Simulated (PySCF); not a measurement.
Ge(OH)3(PH2) (GeH₅O₃P), SMILES [Ge]([OH])([OH])([OH])[PH2].

Geometry optimised at B3LYP-D3(BJ)/def2-SVP. One conformer was computed; it need not be the lowest.

These are PBE/def2-TZVP (PySCF) values and carry that method's errors.

Gas-phase values at a fixed geometry.

```yaml
total_energy: -2646.53337 hartree
highest_occupied_level: -6.63 eV
lowest_empty_level: -1.28 eV
orbital_gap: 5.35 eV
dipole_moment: 0.86 D
quadrupole, principal values (traceless, Buckingham form, about the centre of nuclear charge): -3.98, -0.71, 4.68 D·Å
mean_static_polarisability: 67.9 bohr³ (10.06 Å³)
polarisability_principal_values: 60.3, 61.4, 82.0 bohr³
```
